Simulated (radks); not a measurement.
Values are calculated unless marked as measured or tabulated.
Cl III, 15 electrons, occupied as [Ne] 3s2 3p3.

Code: a radial shooting solver on a logarithmic mesh with Libxc functionals. Model: non-relativistic Kohn-Sham, PBE, spin-unpolarised, spherical densities, point nucleus.

Energy parts (hartree):
part                       energy
total                  -458.51653
kinetic                 458.00689
electron-nucleus      -1076.59658
Hartree                 187.25025
exchange-correlation    -27.17709

Orbitals (lengths in bohr, moments of r in powers of bohr):
orbital,occ.,eigenvalue (hartree),<1/r>
1s,2,-101.7649,16.55
2s,2,-10.24760,3.288
2p,6,-8.06780,3.202
3s,2,-1.64343,0.9539
3p,3,-1.16465,0.8440
3d,0,-0.51503,0.5824
4s,0,-0.45831,0.3597

The highest occupied level is 3p at -31.692 eV. Virial ratio -V/T = 2.00111. The electron density at the nucleus is 3229 e/bohr^3. The density falls to 0.001 e/bohr^3 at r = 3.30 bohr. Summed over all electrons, <r^2> = 15.54 bohr^2, which gives a Langevin (diamagnetic) susceptibility term of -12.3 x 10^-6 cm^3/mol.

Run on one thread of a shared host, so times are rough (Arm Neoverse V2): 0.06 s of CPU time, 0.06 s wall, 14 iterations on 2486 mesh points.
